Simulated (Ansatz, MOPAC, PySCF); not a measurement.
Dimer: H2O (SMILES O) (first 3 atoms) with C2H3F (SMILES C=CF); geometry from B3LYP-D3(BJ)/def2-TZVP, rigid monomers moved along the line of their centres of mass till H3···F6 is 2.93 Å.
(charge 0, multiplicity 1):
```
atom    x (Å)    y (Å)    z (Å)
----  -------  -------  -------
O      0.3312  -0.1151  -0.5749
H      0.0316  -0.8592  -1.1067
H     -0.3617   0.0217   0.0827
C      0.7921  -0.7358   3.5302
C     -0.4799  -0.5288   3.7947
F     -1.3719  -0.2023   2.8203
H      1.1843  -0.6563   2.5251
H      1.4577  -0.9904   4.3420
H     -0.9635  -0.5832   4.7600
```

Interaction energies are E(AB) − E(A) − E(B) at the monomers' geometry in the complex; basis-set methods are counterpoise corrected. Rows marked so take none.

Rows in 6-31G* carry no dispersion term and start afresh at each structure (6-31G* with six Cartesian d functions). The state that AM1 reach isn't checked.

Programs: Ansatz (a quantum-chemistry and plane-wave program); MOPAC for AM1 (differences of heats of formation); PySCF for 6-31G* rows, the dispersion terms. Values without a source in brackets are computed.

### Question
One of these levels gives -9.9 kJ/mol for the interaction energy. Name it.
(A) PBE-D3(BJ)/def2-TZVPPD
(B) HF/6-31G* (no counterpoise)
(C) PBE/def2-TZVPPD
(D) AM1

### Answer
B, HF/6-31G* (no counterpoise). The others give -3.6 (AM1), -6.5 (PBE/def2-TZVPPD), -8.0 (PBE-D3(BJ)/def2-TZVPPD)
